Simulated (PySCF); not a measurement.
# How methods differ on the ionisation energy of Ce³⁺

Ce³⁺ [Xe] 4f1 [4f5/2^1, M_J = 5/2] → Ce⁴⁺ [Xe], as a difference of total energies. Computed with PySCF 2.14 in x2c-QZVPPall-2c (16s16p12d6f4g1h, 213 functions), with the two-component X2C-1e Hamiltonian. Correlated levels: [Ar] 3d10 frozen; the 40 highest virtual spinors dropped. "Screened" scales the spin-orbit matrix elements by Boettger's factors to mimic the two-electron term; Breit and QED terms are absent.

```
                    method  ionisation energy (eV)
           GHF (spin-free)                  35.074
          GMP2 (spin-free)                  36.230
 GHF (screened spin-orbit)                  35.174
GMP2 (screened spin-orbit)                  36.345
```

Problem. How much does correlation contribute at GMP2 (screened spin-orbit)?

Solution. 36.345 − (35.174) = 1.171 eV, measured against GHF (screened spin-orbit).

The spin-free rows lack the spin-orbit shift.

For comparison: 36.906 ± 0.009 eV (semi-empirical (NIST evaluation); NIST Atomic Spectra Database, ionization energies).
